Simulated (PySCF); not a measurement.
PySCF input (TPSS/def2-TZVPD):

```python
from pyscf import gto, scf, dft

mol = gto.M(
    atom='''
    B     0.78637393   -0.99326566    0.99886838
    F     2.06679956   -1.12882836    0.85490990
    I    -0.42515218    0.28539214   -0.23940625
    ''',
    basis='def2-tzvpd',
    ecp='def2-tzvp',
    charge=0,
    spin=1,
    verbose=4,
)

mf = dft.UKS(mol, xc='tpss').density_fit(auxbasis='def2-universal-jkfit')
mf.grids.level = 3
mf.conv_tol = 1e-9
mf.max_cycle = 100
mf.max_memory = 1500
mf.kernel()
if not mf.converged:
    mf = mf.newton()
    mf.kernel(mf.make_rdm1())
for _ in range(2):
    mo, _, stable, _ = mf.stability(return_status=True)
    if stable:
        break
    mf.kernel(mf.make_rdm1(mo, mf.mo_occ))
mf.analyze()
```

Output:

```
ECP def2-tzvp not found for  B
ECP def2-tzvp not found for  F
PySCF version 2.14.0

[INPUT] verbose = 4
[INPUT] num. atoms = 3
[INPUT] num. electrons = 39
[INPUT] charge = 0
[INPUT] spin (= nelec alpha-beta = 2S) = 1
[INPUT] symmetry False subgroup None
[INPUT] Mole.unit = angstrom
[INPUT] Symbol           X                Y                Z      unit          X                Y                Z       unit  Magmom
[INPUT]  1 B      0.786373930000  -0.993265660000   0.998868380000 AA    1.486031359198  -1.877000066335   1.887587672688 Bohr   0.0
[INPUT]  2 F      2.066799560000  -1.128828360000   0.854909900000 AA    3.905685122772  -2.133176442042   1.615545572179 Bohr   0.0
[INPUT]  3 I     -0.425152180000   0.285392140000  -0.239406250000 AA   -0.803421181462   0.539312982704  -0.452412245009 Bohr   0.0

nuclear repulsion = 87.9202858661622
number of shells = 46
number of NR pGTOs = 211
number of NR cGTOs = 136
basis = def2-tzvpd
ecp = def2-tzvp

******** <class 'pyscf.df.df_jk.DFUKS'> ********
method = DFUKS
initial guess = minao
damping factor = 0
level_shift factor = 0
DIIS = <class 'pyscf.scf.diis.CDIIS'>
diis_start_cycle = 1
diis_space = 8
diis_damp = 0
SCF conv_tol = 1e-09
SCF conv_tol_grad = None
SCF max_cycles = 100
direct_scf = False
number electrons alpha = 20  beta = 19
XC library pyscf.dft.libxc version 7.1.2
    S. Lehtola, C. Steigemann, M. J. T. Oliveira, and M. A. L. Marques,  SoftwareX 7, 1–5 (2018)
XC functionals = tpss
    J. Tao, J. P. Perdew, V. N. Staroverov, and G. E. Scuseria,  Phys. Rev. Lett. 91, 146401 (2003)
    J. P. Perdew, J. Tao, V. N. Staroverov, and G. E. Scuseria,  J. Chem. Phys. 120, 6898 (2004)
    J. Tao, J. P. Perdew, V. N. Staroverov, and G. E. Scuseria,  Phys. Rev. Lett. 91, 146401 (2003)
    J. P. Perdew, J. Tao, V. N. Staroverov, and G. E. Scuseria,  J. Chem. Phys. 120, 6898 (2004)
radial grids:
    Treutler-Ahlrichs [JCP 102, 346 (1995); DOI:10.1063/1.469408] (M4) radial grids

becke partition: Becke, JCP 88, 2547 (1988); DOI:10.1063/1.454033
pruning grids: <function nwchem_prune>
grids dens level: 3
symmetrized grids: False
atomic radii adjust function: <function treutler_atomic_radii_adjust>
small_rho_cutoff = 0
Set gradient conv threshold to 3.16228e-05
tot grids = 50272
init E= -380.505524666796
  alpha nocc = 20  HOMO = -0.634217483628571  LUMO = -0.508134904552613
  beta  nocc = 19  HOMO = -0.764155337552941  LUMO = -0.634217483628571

WARN: HOMO -0.634217483628571 >= LUMO -0.634217483628571
[...]
  beta  nocc = 19  HOMO = -0.260491846375889  LUMO = -0.122471932218872
  HOMO = -0.202841872825  LUMO = -0.122471932219  gap/eV = 2.18698
Extra cycle  E= -422.363903745057  delta_E= 1.02e-12  |g|= 9.42e-06  |ddm|= 1.66e-05
converged SCF energy = -422.363903745057  <S^2> = 0.75458422  2S+1 = 2.004579
uhf_internal: lowest eigs of H = [0.75266733 0.76670393 0.78380705]
<class 'pyscf.df.df_jk.DFUKS'> wavefunction is stable in the internal stability analysis
**** SCF Summaries ****
Total Energy =                        -422.363903745057087
Nuclear Repulsion Energy =              87.920285866162203
One-electron Energy =                 -864.732578395040719
Two-electron Energy =                  354.448388783821429
Two-electron Coulomb Energy =          391.073125614634591
DFT Exchange-Correlation Energy =      -36.624736830813184
HOMO-LUMO gap [eV] =                     2.186977478248293
**** MO energy ****
                             alpha | beta                alpha | beta
MO #1   energy= -24.4733134335186  | -24.4713659123916  occ= 1 | 1
MO #2   energy= -6.71856501520305  | -6.70792533832826  occ= 1 | 1
MO #3   energy= -6.66328618470629  | -6.66259270042612  occ= 1 | 1
MO #4   energy= -4.71860894304337  | -4.71727957327007  occ= 1 | 1
MO #5   energy= -4.71125629704288  | -4.71101351904979  occ= 1 | 1
MO #6   energy= -4.70946600269034  | -4.70901348779419  occ= 1 | 1
MO #7   energy= -1.83451512346507  | -1.83287538951981  occ= 1 | 1
MO #8   energy= -1.83231058134271  | -1.83102736479394  occ= 1 | 1
MO #9   energy= -1.83094568246319  | -1.82943064207392  occ= 1 | 1
MO #10  energy= -1.82461207288321  | -1.82422695658311  occ= 1 | 1
MO #11  energy= -1.82454099048551  | -1.82412123232596  occ= 1 | 1
MO #12  energy= -1.19494248622505  | -1.19145376001608  occ= 1 | 1
MO #13  energy= -0.670360453242619 | -0.665098996800015 occ= 1 | 1
MO #14  energy= -0.542454655050616 | -0.536744995396315 occ= 1 | 1
MO #15  energy= -0.456511531195905 | -0.452236809741098 occ= 1 | 1
MO #16  energy= -0.454620340957217 | -0.447417199976705 occ= 1 | 1
MO #17  energy= -0.381119913867362 | -0.362568728397466 occ= 1 | 1
MO #18  energy= -0.271352600003146 | -0.268552913097594 occ= 1 | 1
MO #19  energy= -0.266751165888597 | -0.260491846375889 occ= 1 | 1
MO #20  energy= -0.202841872825385 | -0.122471932218872 occ= 1 | 0
MO #21  energy= -0.0968454154153626 | -0.0675139933880189 occ= 0 | 0
MO #22  energy= -0.0184049356559804 | -0.00758850493674335 occ= 0 | 0
MO #23  energy= -0.00711695287044326 | -0.000337374288572423 occ= 0 | 0
MO #24  energy= 0.0178495762762451 | 0.0215824667754285 occ= 0 | 0
MO #25  energy= 0.020405286191422  | 0.0228346616704778 occ= 0 | 0
MO #26  energy= 0.0217764397544587 | 0.0283384068599837 occ= 0 | 0
MO #27  energy= 0.0508819052215851 | 0.0576671459772381 occ= 0 | 0
MO #28  energy= 0.0605524306394268 | 0.0705676650935883 occ= 0 | 0
MO #29  energy= 0.0688764432929916 | 0.0712775761432898 occ= 0 | 0
MO #30  energy= 0.0695805102130657 | 0.0789088901436835 occ= 0 | 0
MO #31  energy= 0.0939627930492428 | 0.101949191064032  occ= 0 | 0
MO #32  energy= 0.102308037871381  | 0.107865602588625  occ= 0 | 0
MO #33  energy= 0.120195981108267  | 0.129455140781629  occ= 0 | 0
MO #34  energy= 0.125672506820047  | 0.131279794404359  occ= 0 | 0
MO #35  energy= 0.136932254274503  | 0.145528513909554  occ= 0 | 0
MO #36  energy= 0.148832172998725  | 0.157483710917818  occ= 0 | 0
MO #37  energy= 0.156694181794168  | 0.164503918376537  occ= 0 | 0
MO #38  energy= 0.160134975523086  | 0.169080433184705  occ= 0 | 0
MO #39  energy= 0.17792604392218   | 0.190773023835523  occ= 0 | 0
MO #40  energy= 0.18573329392192   | 0.19158224542592   occ= 0 | 0
MO #41  energy= 0.216575199168088  | 0.225986425643695  occ= 0 | 0
MO #42  energy= 0.229299025778301  | 0.237074003021138  occ= 0 | 0
MO #43  energy= 0.230224812085283  | 0.237594570723901  occ= 0 | 0
MO #44  energy= 0.239421972297446  | 0.25417290557491   occ= 0 | 0
MO #45  energy= 0.268059487278549  | 0.281269485455088  occ= 0 | 0
MO #46  energy= 0.313867181726917  | 0.319779502510952  occ= 0 | 0
MO #47  energy= 0.317653660765113  | 0.320913143824032  occ= 0 | 0
MO #48  energy= 0.31984488226114   | 0.322129203626389  occ= 0 | 0
MO #49  energy= 0.328498280582012  | 0.337185297164539  occ= 0 | 0
MO #50  energy= 0.34048257802181   | 0.343608841353038  occ= 0 | 0
MO #51  energy= 0.351288311726944  | 0.357247339697862  occ= 0 | 0
MO #52  energy= 0.375273314429449  | 0.383784505005408  occ= 0 | 0
MO #53  energy= 0.388229583375373  | 0.401758674450545  occ= 0 | 0
MO #54  energy= 0.425383872184181  | 0.441852003129615  occ= 0 | 0
MO #55  energy= 0.462357534513284  | 0.476081844134569  occ= 0 | 0
MO #56  energy= 0.500539320166936  | 0.512399392417368  occ= 0 | 0
MO #57  energy= 0.562122364828928  | 0.565590599081788  occ= 0 | 0
MO #58  energy= 0.571368912069491  | 0.582873879143686  occ= 0 | 0
MO #59  energy= 0.584304776230404  | 0.595623913753364  occ= 0 | 0
MO #60  energy= 0.589646400160247  | 0.597728566892555  occ= 0 | 0
MO #61  energy= 0.601764901639729  | 0.611711439224721  occ= 0 | 0
MO #62  energy= 0.607106335467852  | 0.61646765821275   occ= 0 | 0
MO #63  energy= 0.681232602005759  | 0.697727967460578  occ= 0 | 0
MO #64  energy= 0.687097522599086  | 0.700867413009659  occ= 0 | 0
MO #65  energy= 0.765713824626335  | 0.771607114437305  occ= 0 | 0
MO #66  energy= 0.79649840780964   | 0.802412032944243  occ= 0 | 0
MO #67  energy= 0.81025645513673   | 0.812523677873503  occ= 0 | 0
MO #68  energy= 0.817296752805543  | 0.819303391845629  occ= 0 | 0
MO #69  energy= 0.842634360274209  | 0.85496603945257   occ= 0 | 0
MO #70  energy= 0.865270856008587  | 0.879764486045133  occ= 0 | 0
MO #71  energy= 0.876903655434282  | 0.90691838149185   occ= 0 | 0
MO #72  energy= 0.917291673897513  | 0.929716957761153  occ= 0 | 0
MO #73  energy= 0.962735748786726  | 0.976737336308404  occ= 0 | 0
MO #74  energy= 0.979119836279335  | 0.992516745113461  occ= 0 | 0
MO #75  energy= 1.00435571981605   | 1.01999372913214   occ= 0 | 0
MO #76  energy= 1.02863311734676   | 1.04119703329055   occ= 0 | 0
MO #77  energy= 1.09535615929302   | 1.10057583157896   occ= 0 | 0
MO #78  energy= 1.14317938893699   | 1.15322180584381   occ= 0 | 0
MO #79  energy= 1.19681969338902   | 1.20684063649671   occ= 0 | 0
MO #80  energy= 1.24301527863359   | 1.24683194373459   occ= 0 | 0
MO #81  energy= 1.31553707157773   | 1.32583871738552   occ= 0 | 0
MO #82  energy= 1.39633290816877   | 1.40447866356411   occ= 0 | 0
MO #83  energy= 1.44509104720583   | 1.44779839565154   occ= 0 | 0
MO #84  energy= 1.44828872467736   | 1.45229338492188   occ= 0 | 0
MO #85  energy= 1.45164125862619   | 1.45612050123762   occ= 0 | 0
MO #86  energy= 1.46525301434385   | 1.47120256878049   occ= 0 | 0
MO #87  energy= 1.48352138627301   | 1.4876941324556    occ= 0 | 0
MO #88  energy= 1.55405742775809   | 1.5663187062524    occ= 0 | 0
MO #89  energy= 1.67570689783791   | 1.69412827826048   occ= 0 | 0
MO #90  energy= 1.67993755219929   | 1.70008116481026   occ= 0 | 0
MO #91  energy= 1.70289698223034   | 1.71756585900732   occ= 0 | 0
MO #92  energy= 1.84223363522032   | 1.85822568064786   occ= 0 | 0
MO #93  energy= 1.85452777675354   | 1.89973006139143   occ= 0 | 0
MO #94  energy= 1.89847783088429   | 1.94173987845248   occ= 0 | 0
MO #95  energy= 1.91641758217115   | 1.94200898833271   occ= 0 | 0
MO #96  energy= 1.95419666218233   | 1.99493571520865   occ= 0 | 0
MO #97  energy= 2.04367147017876   | 2.07864779255374   occ= 0 | 0
MO #98  energy= 2.10674904020028   | 2.12570951531156   occ= 0 | 0
MO #99  energy= 2.19828390447094   | 2.22114270854781   occ= 0 | 0
MO #100 energy= 2.32619905196107   | 2.33704623133231   occ= 0 | 0
MO #101 energy= 2.4199883483029    | 2.44145220809663   occ= 0 | 0
MO #102 energy= 2.60852649356271   | 2.62192420422025   occ= 0 | 0
MO #103 energy= 2.7960199099044    | 2.80427093564741   occ= 0 | 0
MO #104 energy= 2.83210834061603   | 2.84200031304103   occ= 0 | 0
[...]
```

It need not be the lowest isomer of its formula.
